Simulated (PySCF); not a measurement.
Dipole moment and polarisability of `[SiH3][SiH2]NC1CC1`

Compound: C₃H₁₁NSi₂.
Structure used (PBE0-D3(BJ)/def2-SVP), in Å, numbered top down from 1:
```xyz
17
C3H11NSi2 angstrom
Si     3.4616    0.3040   -0.2160
Si     1.5364    0.1508    1.1136
N      0.2140    0.7916    0.1781
C     -1.1401    0.7623    0.6321
C     -2.2192    0.4104   -0.3496
C     -1.8298   -0.5682    0.7177
H      3.3185   -0.5328   -1.4480
H      3.6834    1.7235   -0.6406
H      4.6689   -0.1534    0.5397
H      1.7847    0.8523    2.4216
H      1.2487   -1.2784    1.4489
H      0.4143    1.5742   -0.4369
H     -1.4207    1.4914    1.4076
H     -3.1811    0.9234   -0.2695
H     -1.8951    0.1919   -1.3703
H     -1.2488   -1.4412    0.4099
H     -2.5159   -0.7432    1.5500
```

Level: CAM-B3LYP/def2-SVPD (PySCF), static field, nuclei fixed, core orbitals frozen in the response. The polarisability tensor in these axes (au):

```
x   121.51   1.62  -3.81
y     1.62  87.45  -2.11
z    -3.81  -2.11  93.74
```

Task: What are the eigenvalues, a third of the trace, and Δα (Δα² = ½Σ(αi − αj)² over the three pairs)?

Result: Principal values 86.80, 93.78 and 122.12 au; mean 100.90 au = 14.95 Å³ = 16.64 × 10⁻⁴⁰ C²·m²/J; Δα = 32.40 au (32 % of the mean).

Task: What is the dipole moment, and where does it point?

Result: (-0.87, 0.67, -0.11) D, 1.11 D in size, pointing from the negative to the positive side. Measured along this direction, the outermost atoms are H9 at the negative end and H14 at the positive end.

Task: Rayleigh depolarisation ratio (linearly polarised light, static tensor)?

Result: ρ = 3Δα²/(45ᾱ² + 4Δα²) = 3149.6/(458138 + 4199.5) = 0.00681.

Task: What are the principal values of the traceless quadrupole moment, Θ = ½Σq(3rr − r²1), about the centre of nuclear charge?

Result: -2.64, 0.25, 2.39 D·Å. The values depend on the origin, since the dipole doesn't vanish. The electronic extent ⟨r²⟩ about the same centre is 1396 bohr², a root-mean-square distance of 2.47 Å for the 64 electrons.

Task: Find the Langevin capture rate constant for H3O+ (19.018 u) meeting this molecule (117.043 u), k = 2.342 × 10⁻⁹ cm³/s × √(α in Å³ / reduced mass in u).

Result: The reduced mass is 16.36 u, so k = 2.24 × 10⁻⁹ cm³/s. The formula leaves out the permanent dipole, which adds to the capture rate.

Geometry: PBE0-D3(BJ)/def2-SVP, one conformer, isolated molecule.
